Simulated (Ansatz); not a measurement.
Reaction (isomerisation): `[SiH3]C1(Cl)C[SiH2]1` → `C=C[SiH2][SiH2]Cl`

Calculated with Ansatz (gas phase, PBE0-D4/def2-TZVP geometries, no zero-point term in ΔE). CCSD(T)/CBS is the MP2 limit (def2-TZVPP, def2-QZVPP) plus CCSD(T) − MP2 in def2-TZVPP, frozen cores. Functionals use def2-TZVPP. One conformer a species, not always the lowest.

```tsv
species	PBE-D4 energy (Eh)
`[SiH3]C1(Cl)C[SiH2]1`	-1119.03133
`C=C[SiH2][SiH2]Cl`	-1119.09811
```

Q: Work out ΔE.

A: ΔE = (-1119.09811) − (-1119.03133) = -0.06678 Eh = -41.9 kcal/mol. CCSD(T)/CBS gives -44.2 kcal/mol.

Largest T1 diagnostic among the species: 0.012.

In def2-TZVPP, CCSD(T) changes the Hartree–Fock value by +9.8 kcal/mol (the triples alone add +1.2 kcal/mol) and MP2 by +13.2 kcal/mol. The D4 term adds +1.6 kcal/mol with B3LYP and +0.7 kcal/mol with PBE0; it sums over pairs of atoms, weighted by their polarisabilities, and B3LYP, whose exchange is more repulsive, gets the larger term.

B3LYP here is the variant with VWN-RPA as its local correlation; programs differ in this.
